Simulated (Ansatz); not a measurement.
Isomers of C10H6F12MgO6 (singlet), relaxed with r2SCAN-D4/def2-SVP; total energies from Ansatz at PBE0-D4/def2-TZVP.

| isomer | description | energy (Eh) |
| --- | --- | --- |
| A | trans-Mg(H2O)2(hfac)2 (C10H6F12MgO6) | -2233.22471 |
| B | cis-Mg(H2O)2(hfac)2 (C₁₀H₆F₁₂MgO₆) | -2233.22629 |

Single mean-field runs in def2-TZVP are fitted with def2-universal-jkfit.

Q: Work out the relative energies (1 Eh = 2625.5 kJ/mol) and the Boltzmann populations at 298 K from electronic energies alone (R = 8.314 J/mol/K).

A: ΔE: A 4.1, B 0.0 kJ/mol. RT = 2.48 kJ/mol. Factors exp(−ΔE/RT): A 0.191, B 1; sum 1.191. Populations: A 16.0 %, B 84.0 %. Zero-point energy, vibrational entropy and symmetry numbers are left out and can shift these; an error of 4 kJ/mol changes a ratio by a factor of 5.0. Over the other density-functional and correlated levels in def2 sets, the gap between B and A ranges from 1 to 9 kJ/mol.
